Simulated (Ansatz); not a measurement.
Reaction (formal hydrolysis of a C–C bond): `CCCCCCCCCCC` + H₂O → `CCCCCCCCO` + `CCC`

Program: Ansatz. Geometries: PBE0-D4/def2-TZVP. ΔE: electronic, gas phase. CBS: MP2 limit from def2 TZ/QZ plus the TZ coupled-cluster correction, frozen cores. This one scheme is used for every species. Functionals use def2-TZVPP. B3LYP here is the variant with VWN-RPA as its local correlation; programs differ in this. One conformer a species, not always the lowest.

```
             level  ΔE (kJ/mol)  difference from CCSD(T)/CBS
            PBE-D4         45.1                        -12.2
           PBE0-D4         49.2                         -8.1
          B3LYP-D4         44.1                        -13.2
               PBE         37.7                        -19.6
            r2SCAN         42.8                        -14.5
              PBE0         42.4                        -14.9
     HF/def2-TZVPP         33.3                        -24.0
    MP2/def2-TZVPP         61.1                          3.8
SCS-MP2/def2-TZVPP         53.2                         -4.1
   CCSD/def2-TZVPP         51.4                         -5.9
     HF/def2-QZVPP         33.9                        -23.4
    MP2/def2-QZVPP         63.6                          6.3
SCS-MP2/def2-QZVPP         55.7                         -1.6
      HF/CBS(def2)         34.0                        -23.3
     MP2/CBS(def2)         65.2                          7.9
    CCSD/CBS(def2)         55.5                         -1.8
       CCSD(T)/CBS         57.3                            0
```

Largest T1 diagnostic among the species: 0.009.

The D4 term adds +10.9 kJ/mol with B3LYP and +6.8 kJ/mol with PBE0; it sums over pairs of atoms, weighted by their polarisabilities, and B3LYP, whose exchange is more repulsive, gets the larger term. From PBE to PBE0 (25 % exact exchange), in def2-TZVPP and without D4, ΔE moves by +4.7 kJ/mol.
